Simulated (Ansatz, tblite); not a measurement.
Removing and adding an electron: GaSb2. The state is a doublet with charge 0. Geometry: r2SCAN-D4/def2-TZVP. Ansatz, gas phase; energy differences of separate SCF runs; the oxidised species is a singlet (the triplet lies 0.13 eV higher at PBE0-D4/def2-TZVP); the reduced species is a singlet (the triplet lies 0.38 eV higher at PBE0-D4/def2-TZVPD).

Cartesian coordinates in Å:
```
Ga -1.6369 0.6442 0.0022
Sb 0.6563 -0.7407 1.2006
Sb 0.9806 0.0965 -1.2028
```

In the def2 sets Sb takes a core potential; there is no spin–orbit coupling. The xTB rows come from tblite. The structure comes from a short search, and lower isomers may exist.

**Question.** Estimate orbital energies and vertical ionisation energies and electron affinities at: GFN1-xTB; GFN2-xTB; PBE-D4/def2-TZVP; PBE-D4/def2-TZVPD; r2SCAN-D4/def2-TZVP; r2SCAN-D4/def2-TZVPD; PBE0-D4/def2-TZVP; PBE0-D4/def2-TZVPD.

**Answer.** 
```csv
level,−HOMO (eV),vertical IE (eV),−LUMO (eV),vertical EA (eV),HOMO–LUMO gap (eV),IE − EA (eV),remarks
GFN1-xTB,–,10.72,–,–,–,–,–
GFN2-xTB,–,10.19,–,5.23,–,4.96,–
PBE-D4/def2-TZVP,4.73,7.20,4.07,–,0.66,–,"restricted singlet, untested (+1 singlet)"
PBE-D4/def2-TZVPD,4.74,–,4.08,1.83,0.66,–,"HOMO above zero (-1 singlet), restricted singlet, untested (-1 singlet)"
r2SCAN-D4/def2-TZVP,5.08,7.42,3.94,–,1.14,–,"restricted singlet, untested (+1 singlet)"
r2SCAN-D4/def2-TZVPD,5.09,–,3.94,1.86,1.14,–,"HOMO above zero (-1 singlet), restricted singlet, untested (-1 singlet)"
PBE0-D4/def2-TZVP,5.59,7.34,3.43,–,2.16,–,"restricted singlet, untested (+1 singlet)"
PBE0-D4/def2-TZVPD,5.60,–,3.44,1.89,2.16,–,"restricted singlet, untested (-1 singlet)"
```

   A HOMO above zero means that the electron is unbound at that level or that self-interaction error raises the level; the energy of removing that electron tells which. HOMO and LUMO are the levels of the spin that leaves or enters (xTB has no such levels and no spin-polarisation term). Other spin states of the ions may lie lower, which would lower the ionisation energy or raise the affinity. Raw xTB energy differences between charge states are shifted by several eV; the methods need an empirical correction for them.
